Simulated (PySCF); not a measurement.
Working out the excitation energy of Pd

Pd [Kr] 4d10 (1S) → Pd [Kr] 4d9 5s1 (3D). Computed with PySCF 2.14 in aug-cc-pVDZ-PP with ECP28MDF, with a scalar-relativistic core potential. Frozen: 4s2 4p6. Energies in hartree (1 hartree = 27.21139 eV):

| part | Pd (lower) | Pd (upper) |
| --- | --- | --- |
| UHF | -126.607907 | -126.609036 |
| MP2 opposite-spin | -0.201763 | -0.168527 |
| MP2 same-spin | -0.111838 | -0.099172 |

Task: What does Hartree-Fock give?

Result: (-126.609036) − (-126.607907) = -0.001129 hartree = -0.031 eV.

Task: What do MP2 and SCS-MP2 (6/5 opposite-spin, 1/3 same-spin) give?

Result: The opposite-spin parts differ by 0.904 eV and the same-spin parts by 0.345 eV. MP2: -0.031 + (0.904) + (0.345) = 1.218 eV. SCS-MP2: -0.031 + 1.2 × (0.904) + (0.345)/3 = 1.169 eV.

A double-zeta basis recovers only part of the correlation energy.
